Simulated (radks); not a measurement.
Values are calculated unless marked as measured or tabulated.
How relativity changes the ionisation of the caesium ion Cs+ ([Xe]) to Cs2+ ([Kr] 4d10 5s2 5p5). Spin-unpolarised spherical Kohn-Sham, LDA (Slater exchange, Perdew-Wang correlation), point nucleus unless stated (finite: rms radius 4.8041 fm), a radial shooting solver on a logarithmic mesh with Libxc functionals. A level marked "c x" has the speed of light scaled by that factor and shares open shells by 2j + 1; other Dirac levels either fill j = l - 1/2 first or share by 2j + 1.

level                               E(Cs+) (hartree)  E(Cs2+) (hartree)  IE (eV)   HOMO  <r> HOMO (bohr)
non-rel.                                  -7550.3945         -7549.5216   23.751     5p            2.087
scalar-rel.                               -7780.6867         -7779.8113   23.822     5p            2.069
scalar-rel., finite nucleus               -7780.3919         -7779.5164   23.822     5p            2.069
Dirac, 2j+1 shares                        -7784.0266         -7783.1495   23.866  5p3/2            2.100
Dirac, low j first                        -7784.0266         -7783.1723   23.247  5p3/2            2.100
Dirac, 2j+1 shares, finite nucleus        -7783.7306         -7782.8535   23.867  5p3/2            2.100
Dirac, c x 1.25                           -7695.4663         -7694.5911   23.817  5p3/2            2.095
Dirac, c x 1.5                            -7649.5592         -7648.6848   23.795  5p3/2            2.092
Dirac, c x 100                            -7550.4160         -7549.5432   23.751  5p3/2            2.087

NIST Atomic Spectra Database: 23.157 eV (measured). The relativistic part of the total energy of Cs+ is -233.3 hartree (Dirac, 2j+1 shares, finite nucleus), 3.1 % of the non-relativistic value. Spin polarisation and multiplet splitting of open shells are left out at every level.

Beside tabulated values, note that relativity, absent from the non-relativistic runs, is large for the heavy elements, and spin-unpolarised runs miss the spin-polarisation part of the exchange energy of open shells.
